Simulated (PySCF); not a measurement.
This PySCF input asks for the NMR shieldings of `C[N+]1(C)[BH2-]C(C#N)=CC1`, C₆H₁₁BN₂; the geometry comes from GFN2-xTB.

```python
import basis_set_exchange as bse
import numpy as np
from pyscf import gto, dft
from pyscf.prop import nmr

atoms = """
C    -1.760146   -0.125320   -1.072796
N    -0.646583   -0.007156   -0.139862
C    -1.114567    0.613464    1.098482
B     0.615740    0.876868   -0.750465
C     1.787085    0.160638    0.093818
C     3.070812    0.670862    0.311686
N     4.109652    1.132680    0.485314
C     1.371013   -1.016851    0.568192
C    -0.044345   -1.317242    0.176573
H    -2.146781    0.866643   -1.298800
H    -2.563869   -0.736661   -0.652712
H    -1.414721   -0.574223   -2.001537
H    -1.908056    0.017293    1.558059
H    -0.281278    0.700066    1.792515
H    -1.493012    1.611061    0.887643
H     0.705947    0.621298   -1.908737
H     0.429645    2.024279   -0.521754
H     1.940951   -1.729546    1.145129
H    -0.612232   -1.840962    0.954091
H    -0.050404   -1.936512   -0.727873
"""
names = dict.fromkeys(["C", "N", "B", "H"], "pcSseg-1")
basis = {el: gto.basis.parse(bse.get_basis(n, elements=[el], fmt="nwchem")) for el, n in names.items()}
mol = gto.M(atom=atoms, basis=basis, charge=0, verbose=0)
mf = dft.RKS(mol, xc="PBE0")
mf.grids.level = 2
mf.grids.alignment = dft.numint.BLKSIZE   # the property module wants whole blocks of grid points
mf.conv_tol = 1e-9
mf.kernel()

calc = nmr.RKS(mf)   # GIAO
C = mf.mo_coeff
Co = C[:, mf.mo_occ > 0]
resp = mf.gen_response(singlet=True, hermi=2)
def vind(x):   # induced exchange potential for any number of trial vectors
    d = np.einsum("pi,xij,qj->xpq", C, 2 * x.reshape(-1, C.shape[1], Co.shape[1]), Co, optimize=True)
    return np.einsum("xpq,pi,qj->xij", resp(d - d.transpose(0, 2, 1)), C, Co, optimize=True).ravel()
mo1, _ = nmr.rhf.solve_mo1(calc, with_cphf=vind)
sigma = calc.kernel(mo1)
for i, s in enumerate(sigma):   # ppm
    print("%2d %-2s %9.2f" % (i, mol.atom_pure_symbol(i), np.trace(s) / 3))
```

Q: Give the expected output.

A: 
```
 0 C     136.26
 1 N     200.55
 2 C     136.14
 3 B     106.48
 4 C      42.08
 5 C      63.67
 6 N     -59.99
 7 C      44.27
 8 C     115.88
 9 H      28.82
10 H      29.32
11 H      28.77
12 H      29.81
13 H      28.42
14 H      29.16
15 H      28.82
16 H      29.13
17 H      25.50
18 H      28.48
19 H      27.86
```

These numbers come from an equivalent density-fitted implementation of the same equations, which agrees with the script to about 0.01 ppm for H and up to a few tenths of a ppm for heavy atoms, so last digits may differ.

Size and cost of the density-fitted run: 208 basis functions, 2.4 min wall time (2.1 min CPU) on 1 thread of an Intel Xeon, shared host; peak memory 0.94 GiB.
